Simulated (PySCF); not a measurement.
29Si chemical shifts

Level of theory: σ from GIAO-PBE0/pcSseg-1, coordinates at the GFN2-xTB level, in PySCF 2.14.0 with density-fitted response routines (no relativistic terms, one averaged value for each set of equivalent atoms, a single conformation, no solvent model).

Shieldings were converted by a linear fit to measured shifts: 29Si: δ = 279.94 − 0.822σ (rms 8.9 ppm, 72 shifts, 25.8 ppm with the 6 outliers that the fit left out vs TMS, solution or neat liquid). Occasional misses reach two or three times the rms, and more in compound classes unlike the fitted ones.

Give the 29Si shifts of `CC1([Si](N)(N)[SiH3])CC1`, `[SiH3]N[C@H]1CCN([SiH3])C1`, `FCC[C@@H]1CN[SiH2]N1`, `COC[C@H](C)[SiH3]`.

## Answers


| compound | environment | δ (ppm) |
| --- | --- | --- |
| [CH3:1][C:2]1([Si:3]([NH2:4])([NH2:5])[SiH3:6])[CH2:7][CH2:8]1 | Si3: silicon bonded to C, 2 N, Si | -11.4 |
| [CH3:1][C:2]1([Si:3]([NH2:4])([NH2:5])[SiH3:6])[CH2:7][CH2:8]1 | Si6: silicon bonded to Si, 3 H | -114.1 |
| [SiH3:1][NH:2][C@H:3]1[CH2:4][CH2:5][N:6]([SiH3:7])[CH2:8]1 | Si7: silicon bonded to N, 3 H | -48.2 |
| [SiH3:1][NH:2][C@H:3]1[CH2:4][CH2:5][N:6]([SiH3:7])[CH2:8]1 | Si1: silicon bonded to N, 3 H | -56.2 |
| FCC[C@@H]1CN[SiH2]N1 | silicon bonded to 2 N, 2 H, in a 5-membered ring | -29.2 |
| COC[C@H](C)[SiH3] | silicon bonded to C, 3 H | -64.3 |
